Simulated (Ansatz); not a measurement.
```yaml
crystal:
  periodic: [false, false, false]
  atoms:
    - {symbol: I, position_ang: [-2.246985, 0.003747, -0.650126]}
    - {symbol: Ga, position_ang: [0.147661, 0.198886, -0.055232]}
    - {symbol: I, position_ang: [1.199065, -1.754204, 1.043076]}
    - {symbol: H, position_ang: [0.955660, 1.491271, -0.358117]}
basis:
  gaussian: {orbitals: def2-SVPD, nuclear_model: gaussian}
total_charge: 1
magnetization: {spin_polarized: true, initial_magnetization: 1}
hamiltonian: {xc: {name: wB97X}}
```

```sh
$ ansatz run in.yaml --threads 2 --pin off --events-out ev --progress --plain --max-ram 4352MiB
```

Output, abridged:

```
Functional definition: wB97X
1327 factors; integrals over basis functions are off by at most 1.1e-3 eV
413 factors; integrals over basis functions are off by at most 3.4e-5 eV
mean field evaluation 1: about -68583.9176 eV, gradient 1.7e1 eV
mean field evaluation 2: about -68584.4254 eV, gradient 1.7e1 eV
mean field evaluation 4: about -68585.4290 eV, gradient 7.3e-1 eV
mean field evaluation 8: about -68585.4670 eV, gradient 2.3e-1 eV
mean field evaluation 16: about -68585.6096 eV, gradient 1.4e0 eV
mean field evaluation 32: about -68585.8049 eV, gradient 1.6e-3 eV
mean field -68585.80490676 eV, -2520.4818411951 hartree, gradient 4.4e-6 eV, S^2 0.769953; 4 other end points of the search recorded, 0 dependent functions left out
reference -68585.80485814 eV, -2520.4818394084 hartree; 41, 40 occupied and 75, 76 virtual orbitals, 1327 factors
Total energy: -68585.80485814 eV, -2520.4818394084 hartree
```

Run time 70 s (2 threads of an Arm Neoverse V2 on a shared host); peak host memory 0.75 GiB.
